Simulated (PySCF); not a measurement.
## Broadened absorption spectrum of C3H9FSi2

C₃H₉FSi₂.
Atom-mapped SMILES: `[CH2:1]=[C:2]([CH2:3][F:4])[SiH2:5][SiH3:6]` (hydrogens: H7, H8 on C1; H9, H10 on C3; H11, H12 on Si5; H13, H14, H15 on Si6)

Geometry (GFN2-xTB, Å), atoms numbered from 1 in this order:
```
atom  x, y, z in Å
C1    -1.946   -0.799   -0.508
C2    -0.996    0.094   -0.274
C3    -1.249    1.239    0.656
F4    -0.069    1.690    1.211
Si5    0.745    0.019   -1.023
Si6    2.269   -0.716    0.554
H7    -1.787   -1.613   -1.194
H8    -2.921   -0.752   -0.044
H9    -1.906    0.971    1.491
H10   -1.676    2.092    0.114
H11    0.605   -0.860   -2.196
H12    1.017    1.364   -1.550
H13    2.587    0.285    1.571
H14    1.790   -1.911    1.259
H15    3.532   -1.095   -0.091
```

Level of theory: PySCF, TDDFT wB97X-D/def2-SVPD, vertical, gas phase, core orbitals frozen in the response.

Computed states:

```json
{"state": "S1", "E (eV)": "6.60", "f": "0.145"}
{"state": "S2", "E (eV)": "6.73", "f": "0.193"}
{"state": "S3", "E (eV)": "7.10", "f": "0.014"}
{"state": "S4", "E (eV)": "7.40", "f": "0.084"}
{"state": "S5", "E (eV)": "7.65", "f": "0.011"}
{"state": "S6", "E (eV)": "7.82", "f": "0.058"}
{"state": "S7", "E (eV)": "7.93", "f": "0.038"}
{"state": "S8", "E (eV)": "8.16", "f": "0.037"}
```

Broadening: Gaussians 0.5 eV wide at half height, area fixed by f = 4.319×10⁻⁹ ∫ε dν̃. The width is an assumption, not a result. The curve ends short of the highest state used, and states not computed would add to its high-energy end.

(1) Give the broadened spectrum and its maxima.

(2) Coming from long wavelengths, where does ε first pass 100 L mol⁻¹ cm⁻¹?

(3) On this curve, what absorbance would a 10⁻⁴ mol/L sample give at 193 nm over a 1 cm path?

## Answers

(1) 
λ (nm), ε (L mol⁻¹ cm⁻¹) and a bar:
```
    163.9       5994 ##########
    165.3       5945 ##########
    166.6       5857 ##########
    168.0       5653 ##########
    169.4       5334 #########
    170.7       5013 #########
    172.1       4791 ########
    173.5       4878 ########
    174.8       5381 #########
    176.2       6469 ###########
    177.6       8116 ##############
    178.9      10035 #################
    180.3      12300 #####################
    181.7      14468 #########################
    183.1      16221 ############################
    184.4      17243 #############################
    185.8      17545 ##############################
    187.2      16992 #############################
    188.5      15804 ###########################
    189.9      13982 ########################
    191.3      11834 ####################
    192.6       9757 #################
    194.0       7619 #############
    195.4       5721 ##########
    196.7       4239 #######
    198.1       2963 #####
    199.5       2001 ###
    200.8       1348 ##
    202.2        855 #
    203.6        525 #
    205.0        313 #
    206.3        189 
    207.7        107 
    209.1         59 
    210.4         33 
    211.8         17
```

Maxima: 186 nm (6.68 eV), ε about 18000, made up of S1 (42%) and S2 (58%) (ε in L mol⁻¹ cm⁻¹; maxima over ε = 5, shares over 10%). At its high-energy end, 7.56 eV, the curve is still rising (ε about 6000, from S4 and S6).

(2) At about 208 nm (5.97 eV), 0.64 eV below S1.

(3) 193 nm is 6.424 eV, where ε is about 9100 L mol⁻¹ cm⁻¹, so A = ε c l ≈ 0.91 (Beer–Lambert, with the gas-phase spectrum and the assumed width).

One conformer stands for the species.
